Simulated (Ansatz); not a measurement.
`[SiH3][O][SbH2]` + `[OH][Ge][F]` → `[F][Ge][O][SiH3]` + `[OH][SbH2]` at 700 K and 1 bar (ligand exchange at the Si–O bond).

Gas-phase electronic energies from Ansatz, PBE0-D4/def2-TZVP geometries. CCSD(T)/CBS adds triple-zeta CCSD(T) − MP2 to the extrapolated MP2 energy (def2 sets, frozen cores). Elements past krypton have def2 core potentials. For Ge, Sb outer-core shells are correlated without core-valence functions, which leaves a few kJ/mol of doubt a bond. Scalar relativity is left out up to krypton. One conformer a species, not always the lowest.

```json
{"species": "`[SiH3][O][SbH2]`", "CCSD(T)/CBS energy (Eh)": "-607.29789", "H − E (kJ/mol)": "176.6", "S (J/(mol·K))": "448.9"}
{"species": "`[OH][Ge][F]`", "CCSD(T)/CBS energy (Eh)": "-2251.74560", "H − E (kJ/mol)": "79.1", "S (J/(mol·K))": "334.9"}
{"species": "`[F][Ge][O][SiH3]`", "CCSD(T)/CBS energy (Eh)": "-2542.06230", "H − E (kJ/mol)": "144.9", "S (J/(mol·K))": "435.6"}
{"species": "`[OH][SbH2]`", "CCSD(T)/CBS energy (Eh)": "-316.98030", "H − E (kJ/mol)": "111.4", "S (J/(mol·K))": "336.4"}
```

H − E and S are ideal-gas, rigid-rotor, harmonic terms from PBE0-D4/def2-TZVP, for one conformer and one mirror image of each species. 1 Eh = 2625.50 kJ/mol, R = 8.31446 J/(mol·K).

Q: By hand: ΔE, ΔH, ΔS and ΔG.

A: ΔE = (-2542.06230) + (-316.98030) − (-607.29789) − (-2251.74560) = 0.00089 Eh = 2.3 kJ/mol. Δ(H − E) = 144.9 + 111.4 − 176.6 − 79.1 = 0.6, so ΔH = 2.9 kJ/mol. ΔS = 435.6 + 336.4 − 448.9 − 334.9 = -11.8 J/(mol·K). ΔG = 2.9 − 700 × (-11.8)/1000 = 11.2 kJ/mol.

Q: By hand: the equilibrium constant, and the temperature at which ΔG would vanish if ΔH and ΔS stayed fixed.

A: log₁₀ K = −ΔG/(RT ln 10) = -0.8. ΔH and −TΔS have one sign here, so there is no such temperature. One of them is within its doubt of zero, so this could turn.

TΔS isn't small against ΔH here. A doubt of 5 kJ/mol in ΔE shifts log₁₀ K by 0.4 here. Other conformers and mirror images would add mixing entropy, several J/(mol·K) or more a flexible species. Modes under 60 cm⁻¹, often nearly free rotors, make the harmonic entropy too high. These are equilibria of isolated gas molecules and say nothing of rates. Largest T1 diagnostic: 0.015 (customary marks: 0.02 for closed shells, 0.045 for open ones).
